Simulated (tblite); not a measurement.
**Question.** What does the GFN2-xTB structure of `C[SiH2][C@@H](Cl)[C@@H](C)[C@H](C)F` look like in three dimensions?

**Answer.** 
```xyz
23
C6H14ClFSi angstrom
C      3.5234    0.3066   -0.5537
Si     1.9126    0.2455    0.4383
C      0.5800   -0.5502   -0.6912
Cl     1.1258   -2.2435   -0.9547
C     -0.8676   -0.5766   -0.2031
C     -0.9854   -1.1678    1.1977
C     -1.4595    0.8381   -0.2440
C     -2.9592    0.8812    0.0074
F     -1.2234    1.3892   -1.4959
H      4.3283    0.7189    0.0467
H      3.4221    0.9269   -1.4403
H      3.8267   -0.6854   -0.8763
H      2.0627   -0.5863    1.6345
H      1.4892    1.6024    0.8090
H      0.6028   -0.0997   -1.6855
H     -1.4455   -1.1982   -0.8993
H     -2.0222   -1.3789    1.4455
H     -0.4292   -2.1001    1.2468
H     -0.5782   -0.4805    1.9362
H     -0.9303    1.4891    0.4631
H     -3.4741    0.1996   -0.6656
H     -3.3265    1.8886   -0.1742
H     -3.1771    0.6082    1.0344
```

Any rigid rotation of these coordinates is as good. Atoms count from 1 in this order. Si2 (SiH2 silicon) is tetrahedral (angles from 107.2° to 111.0°). Of the pairs four or more bonds apart, F9···H15 is among the closest relative to their van der Waals radii: 2.36 Å, 89 % of the sum of Bondi's values. The 2 C–Si bonds span 1.893 Å (C1–Si2, drawn single) to 1.920 Å (Si2–C3, drawn single), a spread of 0.027 Å.

Bonds between heavy atoms (Å): C1–Si2 1.893, Si2–C3 1.920, C3–Cl4 1.798, C3–C5 1.528, C5–C6 1.525, C5–C7 1.534, C7–C8 1.521, C7–F9 1.388.

Structure optimised with GFN2-xTB, isolated species.

Point group: C1 (no symmetry element, even within 0.4 Å). Its GFN2-xTB frequencies are all real (lowest 32 cm⁻¹). One conformer, not necessarily the lowest (C1–Si2–C3–Cl4 65°, Si2–C3–C5–C6 -52°, C3–C5–C7–C8 171°). 3 starts were optimised and ended at 0.00, 0.33 and 4.08 kcal/mol (GFN2-xTB); the lowest of these is shown.

All values are computed, not measured.
